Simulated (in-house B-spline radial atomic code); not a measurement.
How numerical settings move a run on the krypton ion Kr²⁺, [Ar] 3d10 4s2 4p4. Computed with a B-spline radial code for spherical atoms: non-relativistic B97-1, spherical fractional occupations, point nucleus.

Command:
```bash
python run_scf.py task.json out
```
Settings of the sound reference run:
```
Z                36
electrons        34
configuration    [Ar] 3d10 4s2 4p4
hamiltonian      nr
method           b97_1
spin_polarised   False
knot_spacing     0.22
spline_order     8
gauss_points     12
box_radius       22.22
max_iterations   70
damping          0.5
damped_steps     3
diis_vectors     10
tolerance        1e-08
start            Thomas-Fermi
```

Cost of the run: 0.31 s on 1 thread of Arm Neoverse N1 (shared host).

It converges in 9 iterations to -2752.154326 hartree, with 4p at -31.4477 eV. The other runs change the listed settings, some to values that make no sense; their results aren't properties of the atom or ion. Radii are in bohr (the nuclear one in fm), a minus after a letter asks for a j subshell, and «unchanged» means within 1e-8 hartree. The run stops when the residual is below 10 × tolerance × max(1, Z/10), or a noise floor if that is larger, and the energy moves by less than 1e-8 × √|E| hartree; so very loose and very tight tolerances often act alike.

```tsv
changed settings	outcome
damping = 0.95	converged in 10 iterations, energy unchanged, 4p level -8.0e-06 eV
max_iterations = 3	not converged after 3 iterations, last residual 2.0e-02, last energy +1.11e-02 hartree from the reference
gauss_points = 6, max_iterations = 100, tolerance = 0.001, start = bare nucleus	converged in 9 iterations, energy unchanged, 4p level +5.7e-05 eV
knot_spacing = 0.1	converged in 9 iterations, energy -4.73e-06 hartree from the reference, 4p level -8.1e-06 eV
hamiltonian = dirac, method = hf, nucleus = fermi, rms_radius = 4.1884, mass_number = 84, atomic_mass = 83.9115, speed_of_light = 18.00653	stopped with error: Z/c is past the critical charge
max_iterations = 8	not converged after 8 iterations, last residual 2.7e-06, last energy +0.00e+00 hartree from the reference
knot_spacing = 0.55	converged in 9 iterations, energy +5.55e-02 hartree from the reference, 4p level -3.5e-03 eV
knot_spacing = 0.4	converged in 9 iterations, energy +5.86e-04 hartree from the reference, 4p level -2.0e-05 eV
first_knot = 2.78e-05, max_iterations = 60, start = bare nucleus	converged in 9 iterations, energy -2.43e-06 hartree from the reference, 4p level +5.6e-05 eV
max_iterations = 5	not converged after 5 iterations, last residual 1.4e-03, last energy +6.27e-05 hartree from the reference
electrons = 35, configuration = [Ar] 3d10 4s2 4p4 5p-1, max_iterations = 75	stopped with error: j subshells need the Dirac Hamiltonian and l > 0
max_iterations = 2	not converged after 2 iterations, last residual 1.9e-01, last energy +7.54e-01 hartree from the reference
knot_spacing = 0.3	converged in 9 iterations, energy +2.96e-05 hartree from the reference, 4p level -6.9e-05 eV
knot_spacing = 0.75	converged in 9 iterations, energy +2.15e+00 hartree from the reference, 4p level -4.6e-02 eV (the program warns: 3s reaches the box edge; 3p reaches the box edge)
knot_spacing = 0.15	converged in 9 iterations, energy -4.50e-06 hartree from the reference, 4p level -6.2e-06 eV
max_iterations = 12	converged in 9 iterations, energy unchanged
knot_spacing = 1.4	converged in 9 iterations, energy +1.47e+02 hartree from the reference, 4p level -9.7e-01 eV (the program warns: 4p reaches the box edge; 1s reaches the box edge)
```

Q: What happens with damping = 0.8?

A: Converged in 10 iterations, energy unchanged, 4p level -6.1e-06 eV.

Q: What happens with spline_order = 5, gauss_points = 6, max_iterations = 50, damping = 0.2, tolerance = 0.01?

A: Converged in 8 iterations, energy +2.94e-05 hartree from the reference, 4p level +8.0e-05 eV.

Q: What happens with damping = 0?

A: Converged in 10 iterations, energy unchanged, 4p level -1.6e-06 eV.

Q: What happens with electrons = 37, configuration = [Ar] 3d10 4s2 4p4 5s3, max_iterations = 60?

A: Stopped with error: shell 5s holds at most 2 electrons.
